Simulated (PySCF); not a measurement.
## Working out the excitation energy of Ge

Ge [Ar] 3d10 4s2 4p2 (3P) → Ge [Ar] 3d10 4s1 4p2 5s1 (5P). Computed with PySCF 2.14 in aug-cc-pVTZ-PP with ECP10MDF, with a scalar-relativistic core potential. Frozen: 3s2 3p6 3d10. Energies in hartree (1 hartree = 27.21139 eV):

| part | Ge (lower) | Ge (upper) |
| --- | --- | --- |
| UHF | -293.352850 | -293.014985 |
| CCSD correlation | -0.065283 | -0.020420 |
| (T) | -0.001900 | -0.000325 |

Task: What does Hartree-Fock give?

Result: (-293.014985) − (-293.352850) = 0.337865 hartree = 9.194 eV.

Task: What do CCSD and CCSD(T) give?

Result: The CCSD correlation energies differ by 0.044863 hartree = 1.221 eV and the triples by 0.001575 hartree = 0.043 eV, so CCSD gives 10.415 eV and CCSD(T) 10.458 eV.

The upper state lies above the first ionisation limit, but in LS coupling its spin forbids autoionisation to the ground ion. A Rydberg-like electron needs more diffuse functions than a valence basis has.
